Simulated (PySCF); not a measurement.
C4H4Cl2. Atoms are numbered in the order given.

```xyz
10

Cl    -1.8672     0.0000     0.9726
C     -0.6722     0.0000    -0.2566
C      0.6722     0.0000    -0.2566
Cl     1.8672     0.0000     0.9726
C      0.7859     0.0000    -1.7655
C     -0.7859     0.0000    -1.7655
H      1.2475     0.9002    -2.2011
H      1.2475    -0.9002    -2.2011
H     -1.2475    -0.9002    -2.2011
H     -1.2475     0.9002    -2.2011
```
Charge 0, spin multiplicity 1.

Coordinates come from a B3LYP-D3(BJ)/def2-SVP optimisation.

All values below come from KT2/pcSseg-1 (PySCF).

GIAO shieldings, no solvent; atoms alike by connectivity are averaged. δ = σ(ref) − σ: ³⁵Cl against HCl (σ = 945.4 ppm); ¹³C against TMS (σ = 185.1 ppm); ¹H against TMS (σ = 31.47 ppm), references at their B3LYP-D3(BJ)/def2-TZVP geometries, non-relativistic (without spin–orbit terms, shifts of atoms bonded to Cl or Br come out too high).

| nucleus | atoms | count | δ (ppm) |
|---|---|---|---|
| ³⁵Cl | Cl1, Cl4 | 2 | 249.9 |
| ¹³C | C2, C3 | 2 | 129.6 |
| ¹³C | C5, C6 | 2 | 40.7 |
| ¹H | H7, H8, H9, H10 | 4 | 2.97 |
